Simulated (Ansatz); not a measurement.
Input (CCSDT(Q)/cc-pVDZ; Ansatz, a quantum-chemistry and plane-wave program):

Ansatz 0.2 input:
```yaml
crystal:
  periodic: [false, false, false]
  atoms:
    - {symbol: F, position_ang: [-1.80859123, 0.87204318, -0.12027153]}
    - {symbol: C, position_ang: [-1.19277641, -0.32990127, 0.05142083]}
    - {symbol: Br, position_ang: [0.75235255, -0.11834119, 0.01472242]}
    - {symbol: H, position_ang: [-1.44634856, -0.73385834, 1.02686496]}
    - {symbol: H, position_ang: [-1.45201134, -0.99318101, -0.76823070]}
basis:
  gaussian:
    orbitals: cc-pVDZ
magnetization: {spin_polarized: false}
correlation: {method: ccsdt_q, electrons: outside_noble_gas}
```

Output:

```
Functional definition: HF
integrals: 0.06 GiB planned
1226 factors; integrals over basis functions are off by at most 2.1e-7 eV
mean field: 0.31 GiB planned
mean field evaluation 1: about -73764.5654 eV, gradient 2.3e1 eV
mean field evaluation 2: about -73764.6295 eV, gradient 2.3e1 eV
mean field evaluation 4: about -73765.8826 eV, gradient 2.1e0 eV
mean field evaluation 8: about -73765.9018 eV, gradient 1.7e-1 eV
mean field evaluation 16: about -73765.8201 eV, gradient 4.2e-1 eV
mean field -73765.90195930 eV, -2710.8468966799 hartree, gradient 8.8e-6 eV, S^2 0.000000; 0 other end points of the search recorded, 0 dependent functions left out
16 core orbitals not correlated
reference -73765.90195930 eV, -2710.8468966799 hartree; 10, 10 occupied and 39, 39 virtual orbitals, 1226 factors
second order -12.04613208 eV of doubles, -0.00000000 eV of singles
coupled cluster: 0.71 GiB planned
cycle   1  -12.40082019 eV  change   -3.5e-1 eV  update   8.5e-2
cycle   2  -12.82505972 eV  change   -4.2e-1 eV  update   3.8e-2
cycle   3  -13.05516730 eV  change   -2.3e-1 eV  update   1.7e-2
cycle   4  -13.04024131 eV  change    1.5e-2 eV  update   5.1e-3
cycle   5  -13.03162758 eV  change    8.6e-3 eV  update   2.8e-3
cycle   6  -13.03373182 eV  change   -2.1e-3 eV  update   9.4e-4
cycle   7  -13.03441656 eV  change   -6.8e-4 eV  update   3.7e-4
cycle   8  -13.03434624 eV  change    7.0e-5 eV  update   1.9e-4
cycle   9  -13.03420861 eV  change    1.4e-4 eV  update   6.5e-5
cycle  10  -13.03427174 eV  change   -6.3e-5 eV  update   2.7e-5
cycle  11  -13.03421255 eV  change    5.9e-5 eV  update   1.3e-5
cycle  12  -13.03421687 eV  change   -4.3e-6 eV  update   4.8e-6
cycle  13  -13.03421888 eV  change   -2.0e-6 eV  update   2.0e-6
perturbative correction -0.02568105 eV, -0.0009437612 hartree
Total energy: -73778.96185923 eV, -2711.3268391501 hartree
```
